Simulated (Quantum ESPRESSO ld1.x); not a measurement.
Rb V, configuration [Ar] 3d10 4s2 4p3 (the NIST ground configuration). Method: scalar-relativistic Kohn-Sham, LDA (Slater exchange, Perdew-Zunger correlation), spin-polarised, spherical densities, point nucleus; open shells are filled with parallel spins first; computed with ld1.x of Quantum ESPRESSO 7.5.

X-ray form factor f0, the Fourier transform of the density (f0(0) = 33):

| sin(theta)/lambda (1/angstrom) | f0 (electrons) |
|---|---|
| 0.05 | 32.673 |
| 0.1 | 31.746 |
| 0.15 | 30.361 |
| 0.2 | 28.702 |
| 0.25 | 26.944 |
| 0.3 | 25.214 |
| 0.4 | 22.091 |
| 0.5 | 19.447 |
| 0.6 | 17.141 |
| 0.8 | 13.224 |
| 1 | 10.260 |
| 1.25 | 7.892 |
| 1.5 | 6.570 |
| 2 | 5.184 |
